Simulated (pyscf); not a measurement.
HO–SiH•–OH → •O–SiH₂–OH (hydrogen shift; doublet surface; H–O broken, H–Si formed). Single points on ωB97X-D3(BJ)/def2-SVP structures (PySCF, gas phase). MP2 and CC: frozen core, UHF for open shells. ΔMP2 is the change of the MP2 total energy from the triple- to the quadruple-zeta basis. Energies in kcal/mol from the reactant's lowest minimum found.

```csv
level,barrier,reaction energy
ωB97X-D3(BJ)/def2-TZVP,40.1,+22.2
PBE/def2-TZVP,34.6,+26.0
B3LYP-D3(BJ)/def2-TZVP,38.9,+22.6
ωB97M-D3(BJ)/def2-TZVP,39.7,+22.4
HF/def2-TZVP,50.4,+8.6
CCSD/def2-TZVPP,…,+23.2
CCSD(T)/def2-TZVPP + ΔMP2(QZVPP),…,…
```

Q: What belongs in the gaps?

A: 
- CCSD/def2-TZVPP, barrier: 43.2
- CCSD(T)/def2-TZVPP + ΔMP2(QZVPP), barrier: 41.7
- CCSD(T)/def2-TZVPP + ΔMP2(QZVPP), reaction energy: +25.9

Of the functionals in the table, ωB97X-D3(BJ) is closest to CCSD(T)/def2-TZVPP + ΔMP2(QZVPP) in the barrier (1.6 kcal/mol apart) and PBE least close (7.1 kcal/mol); that level has limits of its own. One saddle was located; it need not be the lowest between these sides. The CCSD(T) − MP2 part came from Ansatz, without density fitting, on the same reference.
